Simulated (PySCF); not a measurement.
PySCF job for CH6AlClSi, SMILES [CH3][Al]([SiH3])[Cl], PBE/pcSseg-1. The structure is a stationary point at r2SCAN-D4/def2-SVP.

```python
import numpy as np
from pyscf import gto, scf, dft
from pyscf.prop.nmr import rks as nmr

mol = gto.M(
    atom='''
    Al   -0.03166741   -0.21745637    0.37334642
    Cl    1.83012798   -0.60618697   -0.57047332
    C    -0.39669460   -1.06528428    2.08543599
    H     0.37882418   -1.79058676    2.37825585
    H    -1.36995115   -1.58641062    2.07583709
    H    -0.46507368   -0.30565879    2.88495564
    Si   -1.52299478    1.30498290   -0.83359128
    H    -2.81323367    1.53622714   -0.10754626
    H    -1.85669463    0.76112470   -2.18983351
    H    -0.87227581    2.63936052   -1.03946394
    ''',
    basis='pcSseg-1',
    charge=0,
    spin=0,
    max_memory=1600,
    verbose=3,
)
mf = dft.RKS(mol, xc='pbe')
mf.grids.level = 3
mf.conv_tol = 1e-10
mf.max_cycle = 100
mf.kernel()
n = nmr.NMR(mf)
n.verbose = 2
n.max_cycle_cphf = 60
sigma = n.kernel()
print('atom   isotropic/ppm   span/ppm')
for i, s in enumerate(sigma):
    w = np.linalg.eigvalsh((s + s.T) / 2)
    print(f'{mol.atom_symbol(i):2s}{i + 1:3d} {w.mean():14.3f} {w[2] - w[0]:11.3f}')
```

Log of the run:

```
converged SCF energy = -1033.33088078821
atom   isotropic/ppm   span/ppm
Al  1        261.278     219.888
Cl  2        772.255     410.761
C   3        178.799      34.155
H   4         30.934      11.019
H   5         31.108       9.428
H   6         31.186       9.281
Si  7        472.759      22.084
H   8         28.143       8.268
H   9         28.011       8.007
H  10         28.012       8.012
```

The calculation finished and met its thresholds.
